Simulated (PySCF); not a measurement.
FGaH₆Si₂, SMILES [Ga]([SiH3])([SiH3])[F].

Geometry optimised at PBE-D3(BJ)/def2-SVP. The structure was generated by enumeration; whether it is a known compound was not checked.

Two levels are set side by side: TDA-PBE/def2-SVPD (PySCF) and TDA-M06-2X/def2-SVPD (PySCF). Vertical, same geometry. The lowest singlet is HOMO→LUMO 99 % with PBE and HOMO→LUMO 99 % with the other functional; states are paired by order. Differences are taken from unrounded values.

```csv
quantity,TDA-PBE
lowest singlet excitation (eV),3.73
lowest triplet excitation (TDA) (eV),3.21
first bright state (f over 0.05) (eV),5.76
its oscillator strength,0.24
```

**Question.** These are the TDA-PBE values. What does TDA-M06-2X give? (Estimate from the structure and the level; the computed values follow.)

**Answer.** 
```csv
quantity,TDA-M06-2X,TDA-PBE minus TDA-M06-2X
lowest singlet excitation (eV),3.89,-0.15
lowest triplet excitation (TDA) (eV),3.34,-0.13
first bright state (f over 0.05) (eV),6.23,-0.46
its oscillator strength,0.58,-0.33
```

Functionals without exact exchange tend to place singlet excitations lower, as here. Differences between two approximate levels are no errors against the true value.

Rough cost on one machine, each run with all the roots and properties that it gave: TDA-M06-2X against TDA-PBE about 6 times.
